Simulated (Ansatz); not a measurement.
Consider the ligand exchange at a B–C bond: `NB(F)/C=C/[SiH3]` + CH₃SH → `CSB(N)F` + `C=C[SiH3]`.

Computed with Ansatz on PBE0-D4/def2-TZVP structures; ΔE is electronic, products minus reactants. CCSD(T)/CBS is the MP2 limit (def2-TZVPP, def2-QZVPP) plus CCSD(T) − MP2 in def2-TZVPP, frozen cores. This one scheme is used for every species. Functionals use def2-TZVPP. One conformer a species, not always the lowest.

```
             level  ΔE (eV)
           PBE0-D4    -0.43
            B2PLYP    -0.41
CCSD(T)/def2-TZVPP    -0.41
    CCSD/CBS(def2)    -0.41
```

(1) What does CCSD(T)/CBS give? (An estimate is asked.)

Largest T1 diagnostic among the species: 0.012.

Results:

(1) Computed: -0.42 eV. The listed levels differ from it by -0.01, 0.01, 0.01, 0.01 eV.
